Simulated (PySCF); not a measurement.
Several structures and their simulated spectra, in scrambled order.

A. SMILES C[C@@]1(F)CCC[Si@H](F)C1
B. `F[C@@H]1CCC[C@@](F)([SiH3])C1`
C. `InChI=1S/C8H11FSi/c1-2-7-4-3-5-8(6-7)10-9/h2-3,5-7H,1,4,10H2/t7-/m0/s1`

Spectrum 1. ¹H NMR (400 MHz, computed): δ 4.65 (m, 1H), 3.95 (m, 3H), 2.78 (m, 1H), 2.22 (m, 1H), 2.20 (m, 1H), 1.95 (m, 1H), 1.83 (m, 1H), 1.67 (m, 1H), 1.40 (m, 1H), 1.18 (m, 1H). ¹³C{¹H} NMR (computed): δ 95.5 (C), 92.6 (CH), 48.1 (CH2), 40.3 (CH2), 36.8 (CH2), 23.1 (CH2).

Spectrum 2. ¹H NMR (400 MHz, computed): δ 5.27 (m, 1H), 1.99 (m, 1H), 1.93 (m, 1H), 1.78 (m, 1H), 1.70 (m, 1H), 1.52 (m, 1H), 1.26 (m, 3H), 1.16 (m, 1H), 1.16 (m, 1H), 0.81 (m, 1H). ¹³C{¹H} NMR (computed): δ 97.1 (C), 44.0 (CH2), 31.6 (CH2), 29.0 (CH3), 22.0 (CH2), 15.4 (CH2).

Spectrum 3. ¹H NMR (400 MHz, computed): δ 6.38 (m, 1H), 6.22 (m, 1H), 6.16 (m, 1H), 6.00 (m, 1H), 5.47 (m, 1H), 5.42 (m, 1H), 5.37 (m, 1H), 5.33 (m, 1H), 3.05 (m, 1H), 2.18 (m, 1H), 2.14 (m, 1H). ¹³C{¹H} NMR (computed): δ 151.5 (CH), 151.3 (CH), 135.5 (C), 134.1 (CH), 128.8 (CH), 122.6 (CH2), 45.9 (CH), 32.5 (CH2).

- geometry: GFN2-xTB
- shieldings: GIAO PBE0/pcSseg-1
- code: PySCF 2.14.0 with density-fitted response routines
- equivalent nuclei averaged, one computed conformer, relativity neglected, no solvent model

References, each an isolated molecule treated in the same way: ¹H (31.72 ppm) and ¹³C (186.93 ppm) against TMS. Splittings of carbon signals by F and P are missing where no couplings were computed. Where no couplings were computed, multiplicities follow the n + 1 count of equivalent neighbours, and m marks all less simple cases (inequivalent or close neighbours, rings, F or P nearby). Shifts are as computed. Against solution values, carbons near 30 ppm lie about +3 ppm off and those near 130 ppm about +5 ppm. Of 1309 compounds with measured shifts, 239 miss one by over three times the rms of a fit or turn the order of signals round; such compounds aren't used in these exercises.

Which spectrum belongs to which compound?

## Answers

1–B, 2–A, 3–C.

- Spectrum 1 (B): 6 ¹³C signals; δC 95.5 is a fully substituted sp3 carbon bonded to F and Si; δC 92.6 is an sp3 CH bonded to F.
- Spectrum 2 (A): 6 ¹³C signals; δC 97.1 is a fully substituted sp3 carbon bonded to F; δC 44.0 is an sp3 CH2 in a ring.
- Spectrum 3 (C): 8 ¹³C signals; δC 151.5 is an alkene CH; δC 151.3 is an alkene CH.
